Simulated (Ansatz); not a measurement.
I$_{3}$P, SMILES `IP(I)I`. Total charge 0; spin multiplicity 1. I: def2 effective core potential. All single points use the PBE0-D4/def2-TZVP geometry.

```xyz
4

I    -1.518   -0.859   -1.371
P     0.645   -0.242   -0.407
I     0.417    2.176   -0.108
I     0.456   -1.075    1.886
```

**Question.** What is the dipole moment at r2SCAN/def2-TZVPP? (Best estimate.)

**Answer.** Ansatz gave: 0.05 D, with components (-0.04, 0.02, 0.03) D in this frame, pointing from negative to positive charge.

**Question.** And with PBE, B3LYP, ωB97M-V? (An estimate is asked.)

**Answer.** Computed: PBE 0.08 D, B3LYP 0.02 D, ωB97M-V 0.03 D.

**Question.** Give the Mulliken charges with r2SCAN, ωB97M-V, B3LYP in def2-TZVPP. (Estimate.)

**Answer.** Ansatz gave: 
```tsv
atom	r2SCAN	ωB97M-V	B3LYP
I1	-0.03	-0.03	-0.03
P2	0.09	0.09	0.09
I3	-0.03	-0.03	-0.03
I4	-0.03	-0.03	-0.03
```

B3LYP here is the variant with VWN-RPA as its local correlation; programs differ in this.
